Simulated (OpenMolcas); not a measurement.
# Se+: effect of the level shift or regulariser

```json
{"Program": "OpenMolcas", "Basis": "ANO-RCC-VTZP [6s5p3d1f]", "Scalar Hamiltonian": "DKH2, point nucleus", "Active space": "3 electrons in 3 orbitals (4p)", "State averaging": "2S+1 = 4 odd, 1 root; 2S+1 = 2 odd, 8 roots", "Spin-orbit coupling": "RASSI with atomic mean-field integrals over the reference wave functions, term energies averaged over their components"}
```

Methods on the same reference wave functions:
A. CASSCF
B. SS-CASPT2, IPEA 0.25 Eh, imaginary shift 0.1 Eh (closed shells correlated: 3d 4s)
C. SS-CASPT2, IPEA 0.25 Eh, real shift 0.2 Eh (closed shells correlated: 3d 4s)
D. SS-CASPT2, IPEA 0.25 Eh, sigma2 regulariser 0.3 Eh (closed shells correlated: 3d 4s)

Energies in cm-1 above 4s2 4p3 4S* 3/2, the measured ground level; measured values from NIST Handbook of Basic Atomic Spectroscopic Data.

```
          Level      A      B      C      D  Measured
4s2 4p3 4S* 3/2    0.0    0.0    0.0    0.0       0.0
4s2 4p3 2D* 3/2  17454  14300  14350  14300     13168
4s2 4p3 2D* 5/2  17852  14750  14800  14750     13784
4s2 4p3 2P* 1/2  29530  24930  25000  24930     23038
4s2 4p3 2P* 3/2  30064  25540  25610  25540     23895
```

Deviations, from unrounded energies. A percentage is the sum of absolute deviations over the sum of measured energies, with the sign that they share, or ± where signs differ.

```csv
Against measurement,Levels,A,B,C,D
mean absolute deviation (cm-1),4,5300,1400,1500,1400
other terms of the ground configuration (%),4,+28.4,+7.6,+8.0,+7.6
```

B, C, D lie about equally close to measurement and A furthest from it. The largest miss of D in the table is 4s2 4p3 2P* 1/2, by +1900 cm-1. The ranking rests on the paired levels alone, and a cruder setting can come out closer through cancelling errors.

Among B to D the level of the table that moves most is 4s2 4p3 2P* 1/2, by 68 cm-1 (lowest in D, highest in C). Moves below CASPT2's spread within the term are not significant.

The mean deviations of B to D differ by less than CASPT2's widest spread within a term (220 cm-1), so their order carries little weight.

From A to B the spin-free energies of the other terms of 4s2 4p3 shown, above 4S*, scale by factors of 0.82 to 0.84.

The lowest spin-free term lies below A's lowest term by 0.126 hartree in B, 0.125 hartree in C, 0.126 hartree in D.

CASPT2 breaks the degeneracy within a term, and the mean is taken; among the terms shown or strongly mixed into the levels shown the widest spread is 220 cm-1 (4s2 4p3 2D*, D). With the s shell closed, the reference lacks s² → p² mixing. Without dynamic correlation excited terms often stand tens of per cent too high (terms of higher spin than the ground term too low), and those without a measured partner can miss by more than the paired ones (holds for A). Measured partners are found by configuration, term and J. A level has none where our copy of the source lacks it or the pairing is in doubt (some pairs that miss far off the trend of their configuration count as doubtful), and it then counts in no deviation. Only configurations of the active space appear.

* marks odd parity.
